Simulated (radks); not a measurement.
Charge is removed step by step from the 4d5/2 level of Ir18+, starting from [Kr] 4d(3/2: 4, 5/2: 6) 4f12 5s1. Method: Dirac Kohn-Sham, PBE, spin-unpolarised, spherical densities, point nucleus; open shells fill j = l - 1/2 first; computed with a radial shooting solver on a logarithmic mesh with Libxc functionals. At the starting occupation the eigenvalue is -690.90 eV. Estimate the energy to remove one whole electron from this level, the eigenvalue at the end, and how far E(n) bends from a straight line.

Answer. Delta-SCF 712.30 eV; final eigenvalue -733.84 eV; the deviation from the straight line is -5.368 eV at 0.5 electron removed, the largest on the grid computed. Slater's transition state (half an electron removed) gives 712.26 eV. Integrating minus the eigenvalue over the occupation (Janak's theorem) gives 712.30 eV. The mean slope of the eigenvalue, de/dn, is 42.9 eV per electron.
